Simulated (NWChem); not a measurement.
Species: C₂H₃FO₂Si; SMILES O=C1C[Si@@H](F)O1

```xyz
9

O      0.2004     2.4143    -0.3322
C      0.0345     1.2654    -0.0893
C     -1.2449     0.4156     0.0012
Si    -0.0404    -0.9379     0.4321
F      0.1770    -2.0876    -0.6766
O      1.0357     0.3693     0.2093
H     -1.7684     0.3460    -0.9638
H     -1.9453     0.7956     0.7587
H      0.0598    -1.5769     1.7577
```
Atoms are numbered in this order, from 1.

Program: NWChem. Geometry: optimised at PBE0/def2-SVP. Hybrids' shares of exact exchange are those that their runs print; pure functionals count as 0. The functionals differ in more than this share.

```
row               share of exact exchange  orbital gap (eV)
----------------  -----------------------  ----------------
PBE/def2-TZVP                        0.00              5.31
BLYP/def2-TZVP                       0.00              5.32
TPSSh/def2-TZVP                      0.10              6.59
B3LYP/def2-TZVP                      0.20          withheld
PW6B95/def2-TZVP                     0.28              8.19
```

Fit a straight line of the last column on the one before it, predict the withheld value, and compare with the run.


1. Means of the 4 shown rows: x = 0.095, y = 6.352. Slope Σ(x − x̄)(y − ȳ)/Σ(x − x̄)² = 0.5383/0.05230 = 10.29; intercept 5.375.
2. The shown rows scatter about the line by 0.108 (root mean square); the largest residual is +0.19, at TPSSh/def2-TZVP.
3. At x = 0.20 (B3LYP/def2-TZVP; inside the shown range) the line gives 7.43.
4. The run gives 7.47, +0.04 from the line, 0.4 times the scatter.
